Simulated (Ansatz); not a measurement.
`C=C[CH2][Al]([Cl])[Cl]` + H–F → `[F][Al]([Cl])[Cl]` + `C=CC`  (ligand exchange at the Al–C bond)

Program: Ansatz. Geometries: PBE0-D4/def2-TZVP. ΔE: electronic, gas phase. CBS: MP2 limit from def2 TZ/QZ plus the TZ coupled-cluster correction, frozen cores. This one scheme is used for every species. DFT in def2-TZVPP. Each species was taken in one conformer, which may not be the lowest.

```tsv
level	ΔE (eV)
BHLYP-D4	-1.87
ωB97M-V	-1.73
BLYP	-2.00
HF/def2-QZVPP	-2.18
```

Problem. What does CCSD(T)/CBS give? (Estimate.)

Solution. The calculation gave: -1.75 eV. The listed levels differ from it by -0.12, 0.02, -0.25, -0.43 eV.

Problem. What do rigid-rotor, harmonic-oscillator terms from PBE0-D4/def2-TZVP frequencies (298.15 K, 1 bar) make of the CCSD(T)/CBS value? (Estimate.)

Solution. The calculation gave: ΔZPE = +0.08 eV, ΔH = -1.72 eV, ΔS = 20 J/(mol·K), ΔG = -1.78 eV.

Largest T1 diagnostic among the species: 0.010.

At CCSD(T), def2-SVP lies −0.15 eV from the extrapolated value and def2-TZVPP −0.00 eV. Leaving LDA and LC-ωPBE aside and taking each functional with its dispersion term where it has one, the values, not all of them listed here, spread over 0.31 eV, from B2PLYP to revPBE-D4. LDA lies +0.18 eV from PBE without D4. The D4 term adds +0.15 eV with B3LYP and +0.09 eV with PBE0; it sums over pairs of atoms, weighted by their polarisabilities, and B3LYP, whose exchange is more repulsive, gets the larger term.

B3LYP here is the variant with VWN-RPA as its local correlation; programs differ in this.
